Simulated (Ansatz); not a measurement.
Relaxation of CH9AlOSi2 (14 atoms, charge 0, multiplicity 1), to a largest force component of 0.015 eV/Å in at most 40 steps.

Theory: RKS B3LYP/STO-3G in Ansatz 0.2.0.

```xyz
14
Properties=species:S:1:pos:R:3:forces:R:3
C -1.560 0.633 -0.288 -1.79 3.18 -1.26
Si -0.150 -0.460 -0.045 1.60 -2.04 1.87
Al -0.852 -2.238 1.332 0.37 -1.43 0.96
O 1.207 0.403 0.735 -1.00 -0.55 -1.44
Si 1.085 0.042 2.379 1.57 -0.32 0.95
H -2.448 0.119 -0.743 0.74 0.38 0.47
H -1.300 1.505 -0.982 -0.50 -1.17 0.86
H -1.884 1.118 0.670 0.09 -0.52 -0.73
H 0.281 -1.019 -1.289 0.33 0.28 -0.69
H 0.227 -3.380 1.764 -1.67 1.27 -0.73
H -2.329 -2.299 1.911 1.47 0.03 -0.55
H -0.131 0.599 2.929 -0.17 -0.23 0.34
H 1.196 -1.456 2.623 -0.42 1.45 0.05
H 2.245 0.694 3.015 -0.60 -0.34 -0.11
```

Question: Where does it end, and by what steps?

Answer: The forces met the threshold. Limits of this set-up: minimal basis. After 14 steps the energy has fallen by 0.936 eV; H13 moved furthest, 0.74 Å.

```tsv
step	energy less start (eV)	largest force component (eV/Å)	accepted
0	0.0000	3.182	yes
1	-0.7056	1.319	yes
2	-0.8011	0.500	yes
3	-0.8428	0.216	yes
4	-0.8746	0.142	yes
5	-0.8959	0.235	yes
6	-0.9042	0.488	yes
7	-0.9217	0.224	yes
8	-0.9297	0.149	yes
9	-0.9298	0.223	yes
10	-0.9275	0.277	no
11	-0.9357	0.037	yes
12	-0.9361	0.024	yes
13	-0.9362	0.032	yes
14	-0.9363	0.010	yes
```

```xyz
14
Properties=species:S:1:pos:R:3
C -1.623 0.647 -0.356
Si -0.206 -0.568 -0.028
Al -0.660 -2.327 1.436
O 1.089 0.325 0.729
Si 1.061 0.148 2.407
H -2.403 0.175 -0.969
H -1.273 1.533 -0.902
H -2.102 0.996 0.567
H 0.323 -0.881 -1.346
H 0.227 -3.539 1.432
H -1.930 -2.332 2.240
H 0.186 1.063 3.118
H 0.503 -1.206 2.717
H 2.393 0.228 2.964
```

The run took 42 s on 1 thread of Intel(R) Xeon(R) Platinum 8488C (Sapphire Rapids), with other jobs on the host, peak memory 0.17 GiB.
